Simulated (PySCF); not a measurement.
Molecule: SMILES B(NB)OC(C)C, C₃H₁₁B₂NO.

Cartesian coordinates in Å; atom numbers follow the order of the lines, from 1:
```xyz
18

B     3.348   -0.315    0.215
N     1.970   -0.114    0.106
B     1.090    0.557    1.024
O    -0.227    0.704    0.851
C    -1.001    0.223   -0.233
C    -1.348   -1.250   -0.018
C    -2.264    1.079   -0.320
H     3.913   -0.885   -0.641
H     3.905    0.087    1.162
H     1.528   -0.481   -0.727
H     1.523    1.030    2.002
H    -0.434    0.331   -1.172
H    -0.442   -1.844    0.076
H    -1.924   -1.358    0.898
H    -1.935   -1.625   -0.852
H    -2.895    0.738   -1.136
H    -1.999    2.119   -0.486
H    -2.816    1.009    0.614
```

Frames of a GFN2-xTB Langevin trajectory at 600 K; GIAO PBE0/pcSseg-1 shieldings in PySCF 2.14.0 with density-fitted response routines, gas phase, non-relativistic; equivalent atoms averaged within each frame.

Referencing at the same level of theory: BF3·OEt2 for 11B (100.07 ppm); 15N (267.73 ppm) vs NH3; 17O (336.08 ppm) vs H2O; TMS for 13C (186.93 ppm), 1H (31.72 ppm). The references are static minima.

Question: How do the shifts (ppm) fluctuate along the trajectory?

Answer: 
```csv
time (fs),B1,B3,N2,O4,C5,C6/C7,H10,H12,H8/H9,H11
optimised geometry,46.8,29.8,165.3,178.6,68.8,26.6,6.29,4.38,5.32,4.53
250,43.7,34.4,204.4,199.3,81.0,35.0,7.47,5.88,5.53,4.28
425,48.4,29.8,173.5,190.0,76.0,43.4,6.91,4.80,5.50,3.97
625,56.9,35.7,186.8,173.2,64.7,34.7,6.63,5.26,5.92,5.50
800,45.4,34.4,183.7,181.6,74.4,35.8,5.91,5.17,5.42,4.89
1000,45.8,26.7,178.9,208.9,64.5,26.6,6.15,4.57,5.44,5.27
mean of frames,48.1,32.2,185.4,190.6,72.1,35.1,6.61,5.14,5.56,4.78
standard deviation,5.2,3.8,11.7,14.1,7.3,5.9,0.62,0.50,0.21,0.65
```

5 frames give an uncertainty of the mean of about the standard deviation over 2.2 at best, since frames this close in time may not be independent; classical motion lacks zero-point vibration, and the reference would need the same averaging.
